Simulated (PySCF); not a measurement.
## Ions at one geometry of TlOCl

PySCF 2.14.0, RKS PBE0, Tl def2-SVP with ECP60, O def2-SVP, Cl def2-SVP; non-relativistic Hamiltonian with scalar-relativistic core potentials where named; density fitting; no spin-orbit coupling; singlets restricted, open shells unrestricted. The geometry is relaxed for charge 0, singlet, vacuum:

```xyz
3

Tl    0.1309    0.0000    0.3581
O     2.0248    0.0000    0.2059
Cl   -2.2292    0.0000    0.5643
```

Energies count from the relaxed state; an electron taken off or put on is at rest in vacuum. Charges and spins are Mulliken's.

| state | energy (eV) | spin squared | charge on Tl1 (e) | spin on Tl1 (e) | dipole about the centre of mass (D) |
| --- | --- | --- | --- | --- | --- |
| charge 0, singlet, vacuum | 0.00 | 0.00 | 0.69 | 0.00 | 2.22 |
| charge +1, doublet, vacuum | 9.56 | 0.76 | 1.10 | -0.02 | 0.06 |

What does the state charge -1, doublet, vacuum give?

energy (eV) -0.97, spin squared 0.76, charge on Tl1 (e) 0.08, spin on Tl1 (e) 0.32, dipole about the centre of mass (D) 1.32.

With an electron taken off (doublet) the charges change, summed by element, by Tl +0.41 e, O +0.34 e, Cl +0.25 e. The vertical ionisation energy is 9.56 eV, against −ε(HOMO) = 7.80 eV of the relaxed state. The level lies 1.8 eV too high, as is usual for semilocal functionals and global hybrids, which keep a self-interaction error.

With an electron put on (doublet) the charges change, summed by element, by Tl -0.61 e, O -0.14 e, Cl -0.25 e. The vertical electron affinity is 0.97 eV, against −ε(LUMO) = 3.09 eV of the relaxed state. The basis has no diffuse functions, which an added electron needs. The added electron's level lies above zero.

Open shells may have lower solutions than those found.
